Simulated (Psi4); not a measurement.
Psi4 input (wB97X-D/6-31G*):

```
memory 1500 MB

molecule {
1 3
N     0.00000000    0.00000000    0.00000000
symmetry c1
no_reorient
no_com
}

set {
  basis 6-31G*
  reference uks
  scf_type pk
  dft_radial_points 99
  dft_spherical_points 590
  e_convergence 1e-8
  d_convergence 1e-7
  maxiter 150
}

e = energy('wb97x-d')
print_out(f'\nFINAL {e:.10f} DIPOLE {variable("CURRENT DIPOLE")[0]:.6f} {variable("CURRENT DIPOLE")[1]:.6f} {variable("CURRENT DIPOLE")[2]:.6f}\n')
```

What final total energy does it give?

-54.02976 Eh.
